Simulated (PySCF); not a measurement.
**Electron correlation in P⁻ (phosphorus, charge -1)**

[Ne] 3s2 3p4, high-spin 3P determinant. Computed with PySCF 2.14 in aug-cc-pwCVTZ (8s7p5d3f, 75 functions), with the non-relativistic Hamiltonian (point nucleus). Frozen: 1s2; 14 electrons correlated.

```csv
level,correlation energy (mhartree)
CCSD,-395.59
(T),-9.29
CCSD(T),-404.88
```

Diagnostics: T1 = 0.010, D1 = 0.0384, largest double amplitude 0.046.

Q: Is a single reference adequate?

A: Yes: T1 lies below 0.03 and no double amplitude reaches 0.07.
